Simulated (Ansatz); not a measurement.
Basis-set series for `FCC=C=[Se]`. The species carries charge 0 and has multiplicity 1. The structure was optimised at the PBE0-D4/def2-TZVP level. It is one conformer, not always the lowest.

```json
{"functional": "PBE0-D4", "basis": "def2-SVP", "functions": "103", "energy (Eh)": "-2616.47984", "HOMO (eV)": "-6.23", "LUMO (eV)": "-2.34"}
{"functional": "PBE0-D4", "basis": "def2-QZVPP", "functions": "407", "energy (Eh)": "-2617.08544", "HOMO (eV)": "-6.34", "LUMO (eV)": "-2.46"}
{"functional": "ωB97M-V", "basis": "def2-SVP", "functions": "103", "energy (Eh)": "-2616.78030", "HOMO (eV)": "-8.22", "LUMO (eV)": "-0.19"}
{"functional": "ωB97M-V", "basis": "def2-QZVPP", "functions": "407", "energy (Eh)": "-2617.39056", "HOMO (eV)": "-8.35", "LUMO (eV)": "-0.38"}
```

Question: Give the rows for def2-TZVPP. (Estimate.)

Answer: The calculation gave: 
```csv
functional,basis,functions,energy (Eh),HOMO (eV),LUMO (eV)
PBE0-D4,def2-TZVPP,214,-2617.02391,-6.32,-2.43
ωB97M-V,def2-TZVPP,214,-2617.33128,-8.33,-0.34
```

Scalar relativity is left out up to krypton.

Computed with Ansatz.
